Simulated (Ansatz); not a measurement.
Ansatz (a quantum-chemistry and plane-wave program) input (wB97X-V/def2-TZVP):

Ansatz 0.2 input:
```yaml
crystal:
  periodic: [false, false, false]
  atoms:
    - {symbol: Zr, position_ang: [0.00177350, -0.00644462, -0.32054545]}
    - {symbol: F, position_ang: [1.56274006, 0.01820541, 0.72091320]}
    - {symbol: F, position_ang: [-1.57062230, 0.01043733, 0.70373323]}
basis:
  gaussian:
    orbitals: def2-TZVP
hamiltonian:
  xc: {name: wB97X-V}
relax: {f_tol: 0.003, max_steps: 100}
```

End of the output:

```
176 factors; integrals over basis functions are off by at most 1.3e-5 eV
mean field: 0.38 GiB planned
mean field evaluation 1: about -6709.3770 eV, gradient 5.7e1 eV
mean field evaluation 2: about -6696.5678 eV, gradient 1.1e2 eV
mean field evaluation 4: about -6715.6506 eV, gradient 2.0e0 eV
mean field evaluation 8: about -6715.6986 eV, gradient 1.2e-1 eV
mean field evaluation 16: about -6715.7290 eV, gradient 2.7e-3 eV
mean field -6715.72902170 eV, -246.7984894629 hartree, gradient 5.8e-5 eV, S^2 0.000000; 0 other end points of the search recorded, 0 dependent functions left out
the calculation of the forces begins
reference -6715.72901932 eV, -246.7984893753 hartree; 15, 15 occupied and 87, 87 virtual orbitals, 664 factors
relax step   1: F+E_penalty+E_count = -6715.72902170 eV  Δ(F+E_penalty+E_count) = +0.000e0 eV  max|allowed force component| = 1.173e-1 eV/Å  Δτ_max = 0.0000 Å  (45 SCF iters, accepted)
these checks for a lower state are left out or cut short: starts, cluster_reference, orbital_swaps, neighbouring_geometries, increment
integrals: 0.05 GiB planned
664 factors; their error is unknown
integrals: 0.08 GiB planned
176 factors; integrals over basis functions are off by at most 1.3e-5 eV
mean field: 0.38 GiB planned
mean field -6715.72934791 eV, -246.7985014508 hartree, gradient 2.0e-5 eV, S^2 0.000000; 0 other end points of the search recorded, 0 dependent functions left out
the calculation of the forces begins
reference -6715.72934553 eV, -246.7985013632 hartree; 15, 15 occupied and 87, 87 virtual orbitals, 664 factors
relax step   2: F+E_penalty+E_count = -6715.72934791 eV  Δ(F+E_penalty+E_count) = -3.262e-4 eV  max|allowed force component| = 9.920e-3 eV/Å  Δτ_max = 0.0037 Å  (54 SCF iters, accepted)
these checks for a lower state are left out or cut short: starts, cluster_reference, orbital_swaps, neighbouring_geometries, increment
integrals: 0.05 GiB planned
664 factors; their error is unknown
integrals: 0.08 GiB planned
176 factors; integrals over basis functions are off by at most 1.3e-5 eV
mean field: 0.38 GiB planned
mean field evaluation 32: about -6715.7294 eV, gradient 1.9e-5 eV
mean field -6715.72935112 eV, -246.7985015686 hartree, gradient 6.7e-5 eV, S^2 0.000000; 0 other end points of the search recorded, 0 dependent functions left out
the calculation of the forces begins
reference -6715.72934873 eV, -246.7985014811 hartree; 15, 15 occupied and 87, 87 virtual orbitals, 664 factors
relax step   3: F+E_penalty+E_count = -6715.72935112 eV  Δ(F+E_penalty+E_count) = -3.207e-6 eV  max|allowed force component| = 8.739e-4 eV/Å  Δτ_max = 0.0006 Å  (37 SCF iters, accepted)
integrals: 0.05 GiB planned
664 factors; their error is unknown
integrals: 0.08 GiB planned
176 factors; integrals over basis functions are off by at most 1.3e-5 eV
mean field: 0.38 GiB planned
mean field -6715.72935112 eV, -246.7985015686 hartree, gradient 6.7e-5 eV, S^2 0.000000; 1 other end points of the search recorded, 0 dependent functions left out
the calculation of the forces begins
reference -6715.72934873 eV, -246.7985014811 hartree; 15, 15 occupied and 87, 87 virtual orbitals, 664 factors
Total energy: -6715.72934873 eV, -246.7985014811 hartree
Atom 0 at     0.001750    -0.006359    -0.316308 Å, force     0.000000    -0.000001    -0.000070 eV/Å
Atom 1 at     1.563376     0.018164     0.718798 Å, force     0.000873     0.000003     0.000040 eV/Å
Atom 2 at    -1.571234     0.010393     0.701611 Å, force    -0.000874    -0.000001     0.000030 eV/Å
Dipole moment:     0.002106    -0.007652    -0.380603 e Å
```
